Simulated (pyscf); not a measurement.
•H₂Si–CH₂–Cl -> H₃Si–CH•–Cl, a hydrogen shift (doublet surface; C–H broken, H–Si formed). Optimised with ωB97X-D3(BJ)/def2-SVP in PySCF. Correlated levels are frozen-core, on RHF or UHF. ΔMP2 is the change of the MP2 total energy from the triple- to the quadruple-zeta basis. Energies in kcal/mol from the reactant's lowest minimum found.

Small-basis levels: PySCF, no dispersion term, spherical d functions. Open shells are spin-unrestricted. 

| level | barrier | reaction energy |
|---|---|---|
| HF/STO-3G | 84.4 | +0.2 |
| HF/6-31G* | 61.2 | +1.0 |
| B3LYP/STO-3G | 66.8 | +3.0 |
| B3LYP/3-21G | 59.6 | +15.5 |
| B3LYP/6-31G* | 49.5 | +5.0 |
| M06-2X/6-31G* | 53.8 | +8.7 |
| PBE/def2-SVP | 43.1 | +5.8 |
| CCSD(T)/def2-TZVPP + ΔMP2(QZVPP) | 48.4 | +4.4 |

Against the last row the barrier runs from -5.3 (PBE/def2-SVP) to +36.0 kcal/mol (HF/STO-3G). CCSD(T)/def2-TZVPP + ΔMP2(QZVPP) has limits of its own. The same reactants have a lower exit, to •H₂C–SiH₂–Cl (barrier +19.7 kcal/mol at ωB97M-D3(BJ)/def2-TZVP, against +47.6 kcal/mol here). •H₂Si–CH₂–Cl lies 42.5 kcal/mol over its isomer H₃C–SiH•–Cl (electronic energy, ωB97M-D3(BJ)/def2-TZVP). H₃Si–CH•–Cl lies 45.9 kcal/mol over its isomer H₃C–SiH•–Cl (electronic energy, ωB97M-D3(BJ)/def2-TZVP). One saddle was located; it need not be the lowest between these sides. The CCSD(T) − MP2 part came from Ansatz, without density fitting, on the same reference.
